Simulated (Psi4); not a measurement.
Cu₂ (SMILES [Cu][Cu]), singlet, geometry from GFN2-xTB (such geometries of metal compounds can be far from the true shape); Psi4 with HF/def2-SVP.

Here is a job for Psi4.
```
memory 2 GB

molecule mol {
0 1
Cu   -0.000000   -0.000000   -1.112393
Cu    0.000000    0.000000    1.112393
}

set {
  basis def2-svp
  reference rhf
  damping_percentage 20
}

energy('scf')
print_variables()
```

Output, abridged:

```
   => Loading Basis Set <=

    Name: DEF2-SVP
    Role: ORBITAL
    Keyword: BASIS

         ---------------------------------------------------------
                                   SCF
               by Justin Turney, Rob Parrish, Andy Simmonett
                          and Daniel G. A. Smith
                              RHF Reference
         ---------------------------------------------------------

  ==> Geometry <==

    Molecular point group: d2h
    Full point group: D_inf_h

    Geometry (in Angstrom), charge = 0, multiplicity = 1:

       Center              X                  Y                   Z               Mass
    ------------   -----------------  -----------------  -----------------  -----------------
         CU           0.000000000000     0.000000000000    -1.112393000000    62.929597720000
         CU           0.000000000000     0.000000000000     1.112393000000    62.929597720000

  Running in d2h symmetry.

  Rotational constants: A = ************  B =      0.10824  C =      0.10824 [cm^-1]
  Rotational constants: A = ************  B =   3245.00786  C =   3245.00786 [MHz]
  Nuclear repulsion =  200.036333460148569

  Charge       = 0
  Multiplicity = 1
  Electrons    = 58
  Nalpha       = 29
  Nbeta        = 29

  ==> Algorithm <==

  SCF Algorithm Type is DF.
  DIIS enabled.
  MOM disabled.
  Fractional occupation disabled.
  Guess Type is SAD.
  Energy threshold   = 1.00e-06
  Density threshold  = 1.00e-06
  Integral threshold = 1.00e-12

  ==> Primary Basis <==

  Basis Set: DEF2-SVP
    Blend: DEF2-SVP
    Number of shells: 22
    Number of basis functions: 62
    Number of Cartesian functions: 72
    Spherical Harmonics?: true
    Max angular momentum: 3

   => Loading Basis Set <=

    Name: (DEF2-SVP AUX)
    Role: JKFIT
    Keyword: DF_BASIS_SCF

  ==> Integral Setup <==

  SCF_SUBTYPE=INCORE selected. In-core MEM_DF algorithm will be used.
  Using in-core AOs.

  ==> MemDFJK: Density-Fitted J/K Matrices <==

    J tasked:                   Yes
    K tasked:                   Yes
    wK tasked:                   No
    Algorithm:                 Core
    Schwarz Cutoff:           1E-12
    Mask sparsity (%):       4.3184
    Fitting Condition:        1E-10

   => Auxiliary Basis Set <=

  Basis Set: (DEF2-SVP AUX)
    Blend: DEF2-UNIVERSAL-JKFIT
    Number of shells: 116
    Number of basis functions: 528
    Number of Cartesian functions: 754
    Spherical Harmonics?: true
    Max angular momentum: 6

[...]
   @DF-RHF iter  14: -3277.39494931131185    1.56255e-04   2.58130e-07 DIIS/DAMP=20%
   @DF-RHF iter  15: -3277.39496171825522   -1.24069e-05   1.59666e-07 DIIS/DAMP=20%
   @DF-RHF iter  16: -3277.39494752130668    1.41969e-05   8.63790e-08 DIIS/DAMP=20%
   @DF-RHF iter  17: -3277.39494420971778    3.31159e-06   2.34590e-08 DIIS/DAMP=20%
   @DF-RHF iter  18: -3277.39494611151076   -1.90179e-06   1.09179e-08 DIIS/DAMP=20%
   @DF-RHF iter  19: -3277.39494728193176   -1.17042e-06   1.54159e-08 DIIS/DAMP=20%
   @DF-RHF iter  20: -3277.39494727006104    1.18707e-08   1.93287e-08 DIIS/DAMP=20%
  Energy and wave function converged.

  ==> Post-Iterations <==

    Orbital Energies [Eh]
    ---------------------

    Doubly Occupied:

[...]
    Virtual:

[...]
    Final Occupation by Irrep:
             Ag   B1g   B2g   B3g    Au   B1u   B2u   B3u
    DOCC [     8,    1,    3,    3,    1,    7,    3,    3 ]
    NA   [     8,    1,    3,    3,    1,    7,    3,    3 ]
    NB   [     8,    1,    3,    3,    1,    7,    3,    3 ]

  @DF-RHF Final Energy: -3277.39494727006104

   => Energetics <=

    Nuclear Repulsion Energy =            200.0363334601485690
    One-Electron Energy =               -4980.2292302710175136
    Two-Electron Energy =                1502.7979495408078492
    Total Energy =                      -3277.3949472700605838

Computation Completed

Properties will be evaluated at   0.000000,   0.000000,   0.000000 [a0]

Properties computed using the SCF density matrix

 Multipole Moments:

 ------------------------------------------------------------------------------------
     Multipole            Electronic (a.u.)      Nuclear  (a.u.)        Total (a.u.)
 ------------------------------------------------------------------------------------

 L = 1.  Multiply by 2.5417464519 to convert [e a0] to [Debye]
 Dipole X            :          0.0000000            0.0000000            0.0000000
 Dipole Y            :          0.0000000            0.0000000            0.0000000
 Dipole Z            :          0.0000000            0.0000000            0.0000000
 Magnitude           :                                                    0.0000000

 ------------------------------------------------------------------------------------

  Variable Map:
  ----------------------------------------------------------------------------
[...]
  Array Variable Map:
  ----------------------------------------------------------------------------
[...]
[...]
```
